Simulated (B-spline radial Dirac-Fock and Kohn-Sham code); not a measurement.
L-shell conversion coefficients of S against transition energy

These are calculated numbers from a radial B-spline solver; the model is a Dirac-Hartree-Slater potential of the neutral atom with a Latter tail (no hole, which puts coefficients of high multipoles low close above an edge), finite nucleus with surface currents. Subshells within 1 keV of threshold and pair formation are left out.

```
energy (keV)        E4        E5        M1        M3        M4        M5
        11.6  1.83e+06  2.31e+08     0.170      2040    231000  2.60e+07
          12  1.44e+06  1.77e+08     0.154      1700    186000  2.01e+07
          13    830000  9.37e+07     0.122      1110    111000  1.10e+07
        13.4    673000  7.37e+07     0.111       946     91300  8.80e+06
        14.6    373000  3.73e+07    0.0869       602     52800  4.64e+06
        19.6     50100  3.66e+06    0.0373       131      8270    531000
          20     43700  3.12e+06    0.0352       118      7290    458000
        33.3      1490     59900   0.00840      9.24       327     11900
        33.7      1380     54700   0.00813      8.72       305     10900
          50       112      2810   0.00277      1.31      30.2       717
        55.2      60.2      1350   0.00212     0.824      17.1       367
         100      1.62      19.2  0.000448    0.0554     0.638      7.51
         200    0.0294     0.180  8.02e-05   0.00295    0.0181     0.112
         203    0.0270     0.164  7.74e-05   0.00278    0.0168     0.103
         213    0.0207     0.120  6.89e-05   0.00229    0.0133    0.0780
         260   0.00695    0.0342  4.31e-05   0.00104   0.00513    0.0255
         340   0.00169   0.00674  2.33e-05  0.000378   0.00151   0.00605
         500  0.000256  0.000775  9.95e-06  9.59e-05  0.000291  0.000887
         559  0.000154  0.000434  7.86e-06  6.59e-05  0.000186  0.000527
         722  5.18e-05  0.000125  4.64e-06  2.90e-05  7.02e-05  0.000170
         724  5.12e-05  0.000123  4.61e-06  2.87e-05  6.95e-05  0.000168
         936  1.92e-05  4.03e-05  2.78e-06  1.33e-05  2.80e-05  5.88e-05
        1000  1.52e-05  3.09e-05  2.45e-06  1.10e-05  2.24e-05  4.56e-05
        1080  1.17e-05  2.29e-05  2.12e-06  8.85e-06  1.74e-05  3.41e-05
        1160  9.26e-06  1.75e-05  1.86e-06  7.28e-06  1.39e-05  2.63e-05
        1710  2.96e-06  4.80e-06  9.37e-07  2.69e-06  4.40e-06  7.12e-06
        1920  2.19e-06  3.42e-06  7.72e-07  2.04e-06  3.21e-06  5.01e-06
        1960  2.08e-06  3.22e-06  7.47e-07  1.95e-06  3.04e-06  4.71e-06
        2000  1.98e-06  3.05e-06  7.22e-07  1.86e-06  2.89e-06  4.44e-06
```

Task: How fast do they fall between 1920 and 2000 keV?

Result: As powers of the energy: E4 E^-2.50, E5 E^-2.82, M1 E^-1.64, M3 E^-2.31, M4 E^-2.63, M5 E^-2.95. Within one type (E or M) the higher multipoles fall faster.
